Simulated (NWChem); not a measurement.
System: C₂H₇OSi cation

NWChem printed, in part:

```
             Northwest Computational Chemistry Package (NWChem) 7.3.0
             --------------------------------------------------------

 C1  symmetry detected

                             Geometry "geometry" -> ""
                             -------------------------

 Output coordinates in angstroms (scale by  1.889725989 to convert to a.u.)

  No.       Tag          Charge          X              Y              Z
 ---- ---------------- ---------- -------------- -------------- --------------
    1 C                    6.0000    -0.95882450    -1.52373702     0.00253256
    2 Si                  14.0000     0.03030274     0.00121765    -0.00275159
    3 C                    6.0000    -0.64956414     1.69430876    -0.00115406
    4 O                    8.0000     1.61109451    -0.25792557     0.00190037
    5 H                    1.0000    -1.72697333    -1.48046654     0.79294356
    6 H                    1.0000    -1.49158220    -1.61934148    -0.96049408
    7 H                    1.0000    -0.31767188    -2.40527084     0.14815424
    8 H                    1.0000     0.10789853     2.46044492    -0.22151747
    9 H                    1.0000    -1.08332053     1.90279010     0.99426407
   10 H                    1.0000    -1.47423697     1.76851808    -0.73023730
   11 H                    1.0000     2.32322379     0.39625280    -0.00806472

 Effective nuclear repulsion energy (a.u.)     170.4143800447

                                 NWChem DFT Module
                                 -----------------

 Summary of "ao basis" -> "ao basis" (spherical)
 ------------------------------------------------------------------------------
       Tag                 Description            Shells   Functions and Types
 ---------------- ------------------------------  ------  ---------------------
 C                          def2-svp                 6       14   3s2p1d
 Si                         def2-svp                 8       18   4s3p1d
 O                          def2-svp                 6       14   3s2p1d
 H                          def2-svp                 3        5   2s1p

            General Information
            -------------------
          SCF calculation type: DFT
          Wavefunction type:  closed shell.
          No. of atoms     :    11
          No. of electrons :    40
           Alpha electrons :    20
            Beta electrons :    20
          Charge           :     1
          Spin multiplicity:     1
          Use of symmetry is: off; symmetry adaption is: off
          Maximum number of iterations: 150
          AO basis - number of functions:    95
                     number of shells:    47
          Convergence on energy requested:  1.00D-06
          Convergence on density requested:  1.00D-05
          Convergence on gradient requested:  5.00D-04

              XC Information
              --------------
                       M06-2X Method XC Functional
                     Hartree-Fock (Exact) Exchange  0.540
                        M06-2X Exchange Functional  1.000
                      M06-2X Correlation Potential  1.000

             Grid Information
             ----------------
          Grid used for XC integration:  coarse
          Radial quadrature: Mura-Knowles
          Angular quadrature: Lebedev.
          Tag              B.-S. Rad. Rad. Pts. Rad. Cut. Ang. Pts.
          ---              ---------- --------- --------- ---------
          C                   0.70       35          11.0       302
          Si                  1.10       70           8.0       302
          O                   0.60       35          10.0       302
          H                   0.35       35          12.0       302
          Grid pruning is: on
          Number of quadrature shells:   420
          Spatial weights used:  Erf1

      Superposition of Atomic Density Guess
      -------------------------------------

 Sum of atomic energies:        -442.17427232

 Renormalizing density from      41.00 to     40

      Non-variational initial energy
      ------------------------------

 Total energy =    -437.193661
 1-e energy   =    -922.606728
 2-e energy   =     314.998687
 HOMO         =      -0.693468
 LUMO         =      -0.314466

     ---------------------------------------------
      Total Density - Mulliken Population Analysis
     ---------------------------------------------

[...]

                         DFT ENERGY GRADIENTS

    atom               coordinates                        gradient
                 x          y          z           x          y          z
   1 C      -1.811916  -2.879445   0.004786    0.001074   0.000259  -0.000068
   2 Si      0.057264   0.002301  -0.005200   -0.002801   0.001576  -0.000032
   3 C      -1.227498   3.201779  -0.002181    0.000161  -0.000706   0.000153
   4 O       3.044527  -0.487409   0.003591    0.004376  -0.001135   0.000077
   5 H      -3.263506  -2.797676   1.498446   -0.000545  -0.000065   0.000346
   6 H      -2.818682  -3.060112  -1.815071   -0.000381  -0.000232  -0.000333
   7 H      -0.600313  -4.545303   0.279971   -0.000133  -0.000730   0.000051
   8 H       0.203899   4.649567  -0.418607    0.000200   0.000633  -0.000077
   9 H      -2.047179   3.595752   1.878887   -0.000311   0.000384   0.000260
  10 H      -2.785904   3.342015  -1.379948   -0.000525   0.000286  -0.000325
  11 H       4.390256   0.748809  -0.015240   -0.001117  -0.000272  -0.000050
```

Level: M06-2X/def2-SVP. Structure relaxed at the PBE0/def2-SVP level.

### Question
Reconstruct the input file.

### Answer
One answer among several that fit: the input that was run:
```
start job
memory heap 200 mb stack 900 mb global 1100 mb
charge 1
geometry units angstroms noautoz
  C     -0.940835    -1.523591     0.093097
  Si     0.038660     0.002776    -0.028067
  C     -0.642349     1.694680     0.021598
  O      1.612796    -0.253767    -0.177603
  H     -1.626740    -1.472271     0.955405
  H     -1.566402    -1.631348    -0.811030
  H     -0.285955    -2.402328     0.184408
  H      0.087346     2.459386    -0.281790
  H     -0.975599     1.914141     1.052737
  H     -1.535602     1.759005    -0.622697
  H      2.318602     0.401387    -0.265852
end
basis spherical
  * library def2-svp
end
dft
  xc m06-2x
  grid coarse
  iterations 150
  mulliken
end
task dft gradient
```
